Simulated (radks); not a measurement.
Problem. The mean radii <r> (bohr) of the occupied orbitals of an atom or ion are listed with their occupations. Calculated with a radial shooting solver on a logarithmic mesh with Libxc functionals: scalar-relativistic Kohn-Sham, r2SCAN, spin-polarised, spherical densities, finite nucleus; meta-GGA in the generalised Kohn-Sham scheme; Fermi nuclear charge, rms radius of each element as measured or else 0.836 A^(1/3) + 0.57 fm.

| orbital | occ. | <r> |
|---|---|---|
| 1s down | 1 | 0.03263 |
| 1s up | 1 | 0.03263 |
| 2s up | 1 | 0.1416 |
| 2s down | 1 | 0.1416 |
| 2p up | 3 | 0.1235 |
| 2p down | 3 | 0.1234 |
| 3s up | 1 | 0.3817 |
| 3s down | 1 | 0.3821 |
| 3p up | 3 | 0.3792 |
| 3p down | 3 | 0.3797 |
| 3d up | 5 | 0.3532 |
| 3d down | 4 | 0.3539 |

Name the element and its charge. Open shells, if any, are filled with parallel spins first.

Solution. Z = 45, rhodium, charge +18: Rh18+ in [Ar] 3d9. The 1s radius gives Z: for a bare nucleus <r> = (2 gamma + 1)/(2Z) with gamma = sqrt(1 - (Z/c)^2), 0.0321 bohr for Z = 45, and screening makes it slightly larger (0.03263 here). The occupations add up to 27, and the charge is Z minus that.
